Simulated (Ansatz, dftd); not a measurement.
Reaction: BPH4 (SMILES BP) → BPH3 (SMILES B[PH], doublet) + H (doublet) (the H-P bond breaks)
Each species at its own B3LYP-D3(BJ)/def2-TZVP minimum (Ansatz, a first-principles code).

Property: bond dissociation energy (electronic), in kJ/mol. UHF or UKS for unpaired electrons; spin-orbit terms are left out. CBS(X,Y): correlation extrapolated as X^-3, Hartree-Fock from the larger set. A bracket is a step between two methods taken in the basis named. Functionals run without relativity, which enters their misses. '+ core + X2C': CCSD(T) terms for core correlation (cc-pwCVTZ, 1s frozen past Ne) and scalar relativity (cc-pVTZ-DK). For partners of very few electrons the exact lower level stands in for a higher one.

Compared with CCSD(T)/CBS(cc-pV(T+d)Z,cc-pV(Q+d)Z) + [CCSDT(Q) - CCSD(T)]/cc-pV(T+d)Z + core + X2C (Ansatz): 377.0 kJ/mol.

**Question.** Rank these levels by how close they come to it, closest first: PBE0-D3(BJ)/def2-TZVPD (Ansatz + dftd3); PBE/def2-TZVPD (Ansatz); CAM-B3LYP-D4/def2-TZVPD (Ansatz + dftd4); B3LYP/def2-TZVPD (Ansatz).

**Answer.** CAM-B3LYP-D4/def2-TZVPD (370.6 kJ/mol, difference -6.4), B3LYP/def2-TZVPD (367.8 kJ/mol, difference -9.2), PBE0-D3(BJ)/def2-TZVPD (363.1 kJ/mol, difference -13.9), PBE/def2-TZVPD (361.6 kJ/mol, difference -15.4)
